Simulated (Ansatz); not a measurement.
Reaction (silylene loss): `[SiH3][Se][GaH2]` → `[GaH2][SeH]` + `[SiH2]`

Calculated with Ansatz (gas phase, PBE0-D4/def2-TZVP geometries, no zero-point term in ΔE). CCSD(T)/CBS is the MP2 limit (def2-TZVPP, def2-QZVPP) plus CCSD(T) − MP2 in def2-TZVPP, frozen cores. This one scheme is used for every species. DFT in def2-TZVPP. HSE06 is defined as in plane-wave codes. For Ga, Se outer-core shells are correlated without core-valence functions, which leaves a few kJ/mol of doubt a bond. Scalar relativity is left out up to krypton.

| level | ΔE (kJ/mol) | difference from CCSD(T)/CBS |
| --- | --- | --- |
| r2SCAN-D4 | 318.3 | 17.0 |
| HSE06-D4 | 312.0 | 10.7 |
| ωB97M-V | 292.4 | -8.9 |
| revPBE | 277.6 | -23.7 |
| BLYP | 261.5 | -39.8 |
| PBE0 | 303.9 | 2.6 |
| HSE06 | 304.2 | 2.9 |
| HF/def2-SVP | 271.5 | -29.8 |
| HF/def2-QZVPP | 279.6 | -21.7 |
| MP2/CBS(def2) | 326.5 | 25.2 |
| CCSD(T)/CBS | 301.3 | 0 |

Largest T1 diagnostic among the species: 0.014.

From BLYP to BHLYP (50 % exact exchange), in def2-TZVPP and without D4, ΔE moves by +28.9 kJ/mol. Leaving LDA and LC-ωPBE aside and taking each functional with its dispersion term where it has one, the values, not all of them listed here, spread over 41.3 kJ/mol, from BLYP-D4 to r2SCAN0-D4. LDA lies +30.0 kJ/mol from PBE without D4. At CCSD(T), def2-SVP lies −26.9 kJ/mol from the extrapolated value and def2-TZVPP −11.1 kJ/mol.

CCSD(T)/CBS has its own doubt, a few kJ/mol and more with outer-core shells, so smaller differences from it don't rank the levels.
